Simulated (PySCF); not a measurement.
Work out the structure from these simulated measurements.

Formula: C2H7ClOSi.

| Item | Value |
| --- | --- |
| Dipole | 1.69 D [PBE0/pcSseg-1] |
| 13C NMR | chemical shifts (computed TMS as zero) by class: 71.1 (1 C), 53.5 (1 C) ppm [GIAO PBE0/pcSseg-1] |
| Rotational structure | rotational constants A, B, C: 4.815, 2.074, 1.553 GHz [GFN2-xTB] |
| NMR, other nuclei | isotropic shieldings of nuclei other than C and H, by class: 325 (1 O), 387 (1 Si), 858 (1 Cl) ppm [GIAO PBE0/pcSseg-1] |
| 1H NMR | chemical shifts (computed TMS as zero) by class: 5.02 (3 H), 4.15 (2 H), 3.75 (2 H) ppm [GIAO PBE0/pcSseg-1] |

Electronic properties: PySCF, gas phase, density fitting. Levels stand in brackets. Isolated species at its GFN2-xTB geometry (one conformer only). NMR classes are plain means over equivalent atoms (diastereotopic ones count apart unless rotation or inversion swaps them), as if these changed places fast.

Question: What is the compound? Reason from the data.

Answer: Numbering: `[SiH3:1][O:2][CH2:3][CH2:4][Cl:5]`. Its formula, C2H7ClOSi, gives 0 degrees of unsaturation, so no ring and no π bond. 2 carbons fall into 2 classes; from least to most shielded: sp3 carbon bound to oxygen [C3] (71.1 ppm), sp3 C–Cl carbon [C4] (53.5 ppm). Hydrogen classes from least to most shielded: 3 H on an oxygen-bound silicon, Si1 (5.02 ppm), 2 H on an sp3 carbon bound to oxygen, C3 (4.15 ppm), 2 H on an sp3 C–Cl carbon, C4 (3.75 ppm). The other shieldings belong to: 325 ppm, silyl ether oxygen [O2]; 387 ppm, oxygen-bound silicon [Si1]; 858 ppm, alkyl chlorine [Cl5]. The optimised geometry has point group C1 and is an asymmetric top. Structure: `[SiH3]OCCCl`. Computed isomers that give other values at the same levels: `CCO[SiH2]Cl` (13C chemical shifts (computed TMS as zero) by class: 61.3 (1 C), 20.3 (1 C) ppm). The assignments are read from this structure; whether some other isomer fits the data as well wasn't checked.

The values belong to the conformer `[SiH3:1][O:2][CH2:3][CH2:4][Cl:5]`: Si1–O2–C3–C4 -57°, O2–C3–C4–Cl5 75°.
